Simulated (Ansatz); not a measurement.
`C[O][Ti]([F])([Cl])[NH]C(C)(C)C`, relaxed with RKS PBE-D4/def2-SVP in the Gaussian-basis code of Ansatz from a rough embedded geometry. The force threshold is 0.03 eV/Å; the program also tests the step.

Charge 0, multiplicity 1.

Start:

```xyz
23

C    -1.237   -3.339   -0.072
O    -1.147   -2.191   -0.817
Ti    0.700   -1.492   -0.598
F     1.357   -1.878    1.079
Cl    2.060   -2.655   -2.128
N     0.758    0.480   -1.133
C     0.251    1.313   -0.059
C     1.394    1.493    0.960
C    -0.151    2.667   -0.573
C    -0.981    0.647    0.631
H    -1.185   -3.058    1.062
H    -2.125   -3.921   -0.249
H    -0.282   -3.965   -0.199
H     0.099    0.557   -1.922
H     2.249    1.982    0.522
H     1.061    2.121    1.838
H     1.717    0.517    1.412
H    -0.972    2.604   -1.293
H    -0.485    3.379    0.240
H     0.730    3.176   -1.053
H    -0.682   -0.285    1.111
H    -1.405    1.345    1.395
H    -1.724    0.501   -0.153
```

By how much does the energy fall, and how many steps does the optimiser take? (Estimate.)

The calculation gave: 167.10 kJ/mol, in 23 steps.

Which bonds change most? (Best estimate.)

Computed: O2–Ti3 from 1.988 to 1.759 Å; Ti3–N6 from 2.044 to 1.866 Å; Ti3–Cl5 from 2.355 to 2.246 Å; Ti3–F4 from 1.841 to 1.775 Å.

Give the relaxed structure. (An estimate is asked.)

Ansatz gave: 
```xyz
23

C    -0.854   -4.093   -0.952
O    -0.424   -2.814   -0.589
Ti    0.654   -1.522   -0.076
F     1.332   -1.793    1.542
Cl    2.324   -1.311   -1.563
N    -0.381    0.031   -0.105
C    -0.017    1.404    0.278
C     1.370    1.383    0.947
C     0.030    2.274   -0.994
C    -1.068    1.943    1.269
H    -0.842   -4.781   -0.077
H    -1.894   -4.048   -1.346
H    -0.199   -4.517   -1.746
H    -1.314   -0.018   -0.535
H     2.141    0.999    0.246
H     1.668    2.407    1.248
H     1.369    0.741    1.849
H    -0.963    2.300   -1.491
H     0.317    3.319   -0.755
H     0.765    1.859   -1.712
H    -1.109    1.306    2.175
H    -0.828    2.980    1.578
H    -2.078    1.952    0.807
```
